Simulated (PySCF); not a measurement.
**Spin–spin coupling constants**

Molfile (atoms numbered from 1):
```
C5H11NO
     RDKit          3D

 18 17  0  0  0  0  0  0  0  0999 V2000
   -1.9250    0.9021   -0.5979 C   0  0  0  0  0  0  0  0  0  0  0  0
   -1.8120   -0.3222    0.3014 C   0  0  0  0  0  0  0  0  0  0  0  0
   -0.6143   -1.1966   -0.0745 C   0  0  0  0  0  0  0  0  0  0  0  0
    0.6412   -0.5075    0.1113 N   0  0  0  0  0  0  0  0  0  0  0  0
    1.4736   -0.1969   -0.9101 C   0  0  0  0  0  0  0  0  0  0  0  0
    2.6962    0.5868   -0.4721 C   0  0  0  0  0  0  0  0  0  0  0  0
    1.2639   -0.5271   -2.0565 O   0  0  0  0  0  0  0  0  0  0  0  0
   -2.7868    1.5038   -0.3193 H   0  0  0  0  0  0  0  0  0  0  0  0
   -1.0337    1.5204   -0.5186 H   0  0  0  0  0  0  0  0  0  0  0  0
   -2.0333    0.5988   -1.6362 H   0  0  0  0  0  0  0  0  0  0  0  0
   -2.7173   -0.9256    0.2181 H   0  0  0  0  0  0  0  0  0  0  0  0
   -1.7165   -0.0076    1.3443 H   0  0  0  0  0  0  0  0  0  0  0  0
   -0.6183   -2.1124    0.5281 H   0  0  0  0  0  0  0  0  0  0  0  0
   -0.6599   -1.4670   -1.1317 H   0  0  0  0  0  0  0  0  0  0  0  0
    0.8507   -0.1745    1.0389 H   0  0  0  0  0  0  0  0  0  0  0  0
    3.3210    0.7860   -1.3374 H   0  0  0  0  0  0  0  0  0  0  0  0
    2.3962    1.5307   -0.0218 H   0  0  0  0  0  0  0  0  0  0  0  0
    3.2657    0.0152    0.2576 H   0  0  0  0  0  0  0  0  0  0  0  0
  1  2  1  0
  2  3  1  0
  3  4  1  0
  4  5  1  0
  5  6  1  0
  5  7  2  0
  1  8  1  0
  1  9  1  0
  1 10  1  0
  2 11  1  0
  2 12  1  0
  3 13  1  0
  3 14  1  0
  4 15  1  0
  6 16  1  0
  6 17  1  0
  6 18  1  0
M  END
```

Method: B3LYP/pcJ-1 (spin–dipole term only in couplings to heteroatoms)//GFN2-xTB, PySCF 2.14.0 with density-fitted response routines; isolated molecule, single conformer, non-relativistic. Couplings are averaged over pairs made equivalent by symmetry, fast rotation or ring inversion, so a value needn't be that of the named pair in this geometry, while other rotamers aren't included; one pair stands for each set, and the list holds a selection of those of at least 1.5 Hz over up to four bonds, among pairs with at least one C or N or H atom (others weren't computed).

Isotopes: ¹³C, ¹H, ¹⁵N, ¹⁷O. Couplings to quadrupolar nuclei such as 17O and 33S are rarely resolved in practice.

| pair | bonds | J (Hz) |
| --- | --- | --- |
| C1, C2 | 1 | ? |
| C1, H8 | 1 | 132.3 |
| C2, C3 | 1 | 35.4 |
| C2, H11 | 1 | 131.9 |
| C3, N4 | 1 | -12.3 |
| C3, H13 | 1 | ? |
| N4, C5 | 1 | ? |
| N4, H15 | 1 | ? |
| C5, C6 | 1 | 53.1 |
| C5, O7 | 1 | 27.6 |
| C6, H16 | 1 | 133.5 |
| C1, H11 | 2 | -3.1 |
| C2, H8 | 2 | -3.6 |
| C2, H13 | 2 | -1.9 |
| C3, H11 | 2 | ? |
| C3, H15 | 2 | 3.7 |
| C5, H15 | 2 | ? |
| C5, H16 | 2 | ? |
| C6, O7 | 2 | -3.3 |
| H11, H12 | 2 | -13.6 |
| C1, H13 | 3 | 6.3 |
| C3, H8 | 3 | 5.8 |
| N4, H11 | 3 | -3.6 |
| H8, H11 | 3 | ? |
| H11, H14 | 3 | 3.0 |
| H13, H15 | 3 | 7.1 |

Task: Estimate the withheld couplings, with signs.

Result: 
- ¹J(C1,C2) = 34.9 Hz (bond length 1.523 Å)
- ¹J(C3,H13) = 143.9 Hz (bond length 1.096 Å, sp3 carbon)
- ¹J(N4,C5) = -16.6 Hz (bond length 1.354 Å)
- ¹J(N4,H15) = -92.5 Hz (bond length 1.008 Å)
- ²J(C3,H11) = -2.6 Hz (mean over equivalent pairs that range from -4.8 to -0.4 Hz in this conformer)
- ²J(C5,H15) = 6.5 Hz (angle at N4 119°)
- ²J(C5,H16) = -5.6 Hz
- ³J(H8,H11) = 7.7 Hz (mean over equivalent pairs that range from 3.4 to 15.7 Hz in this conformer)
